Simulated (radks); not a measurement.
Numerical settings for the titanium ion Ti+, [Ar] 3d2 4s1. Calculated with a radial shooting solver on a logarithmic mesh with Libxc functionals: non-relativistic Kohn-Sham, r2SCAN, spin-polarised, spherical densities, point nucleus; open shells are filled with parallel spins first; meta-GGA in the generalised Kohn-Sham scheme. The defaults (mesh step 0.008 in ln r, mesh end at 40 bohr or more with all orbitals vanishing there, Anderson mixing 0.5 over 9 steps, residual threshold near 1e-9 with the energy settled to 1e-9 hartree or 1e-11 of itself, here a cap of 53 iterations) give E = -849.042 hartree and 4s at -11.072 eV in 11 iterations. Run on one thread of a shared host, so times are rough (Arm Neoverse V2): 0.12 s of CPU time, 0.12 s wall, 11 iterations on 2546 mesh points. Changes against that run (0 stands for a change within the tolerance of the run):

| setting | iterations | converged | E (mhartree) | e(4s) (meV) | CPU (s) |
|---|---|---|---|---|---|
| mesh step in ln r 0.003 | 11 | yes | 0 | 0 | 0.29 |
| mesh step in ln r 0.012 | 11 | yes | 0 | 0 | 0.08 |
| mesh step in ln r 0.02 | 11 | yes | -0.00294 | 0 | 0.05 |
| mesh end (bohr) 12 | 11 | yes | +0.00205 | +0.176 | 0.11 |
| mesh end (bohr) 2 | 10 | level above zero | +6.65e+03 | +1.17e+05 | 0.08 |
| residual threshold 0.01 | 9 | yes | 0 | -0.302 | 0.1 |
| residual threshold 0.1 | 9 | yes | 0 | -0.302 | 0.1 |
| mixing 1 | 10 | yes | 0 | -0.0052 | 0.11 |
| linear mixing, mixing 0.5 | 23 | yes | 0 | +0.00635 | 0.19 |
| linear mixing, mixing 0.05 | 53 | no | +0.286 | -269 | 0.42 |
| mixing history 20 | 11 | yes | 0 | 0 | 0.11 |
| iteration cap 3 | 3 | no | +2.54 | -311 | 0.04 |

Settled on a wrong energy, with an occupied level pushed above zero by the early mesh end: mesh end (bohr) 2 (+6.65 hartree). Apart from these: no run marked as converged misses the energy by more than 1 mhartree. A mesh that ends early acts as a hard wall.
